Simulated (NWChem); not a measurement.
Species: SeBrF; SMILES F[Se]Br

All runs: NWChem. Geometry: optimised at PBE0/def2-SVP.

### Question
Estimate the computed values for Hartree-Fock/def2-SVP. Quantities: highest occupied level (eV); orbital gap (eV); dipole (D).

### Answer
| Item | Value |
|---|---|
| highest occupied level (eV) | -9.96 |
| orbital gap (eV) | 10.96 |
| dipole (D) | 2.04 |
